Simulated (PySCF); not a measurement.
Si(F)(Me)(OH)(NH2) (CH₆FNOSi), SMILES C[Si](N)(O)F.

Geometry: ωB97X-D3(BJ)/def2-SVP. This is a generated structure with no PubChem entry under its InChIKey; it may be hypothetical. Other conformers were not sampled.

Method: B3LYP/def2-TZVP (PySCF).

The molecule is in vacuum.

Problem. Estimate the frontier levels, gap, dipole moment and polarisability. (An estimate is asked for; the answer gives what the named calculation found.)

Solution. 
```yaml
highest_occupied_level: -7.55 eV
lowest_empty_level: 0.32 eV
orbital_gap: 7.88 eV
dipole_moment: 0.186 e·Å
quadrupole, principal values (traceless, Buckingham form, about the centre of nuclear charge): -11.47, 1.77, 9.70 D·Å
mean_static_polarisability: 45.8 bohr³ (6.78 Å³)
polarisability_principal_values: 41.1, 47.1, 49.1 bohr³
```
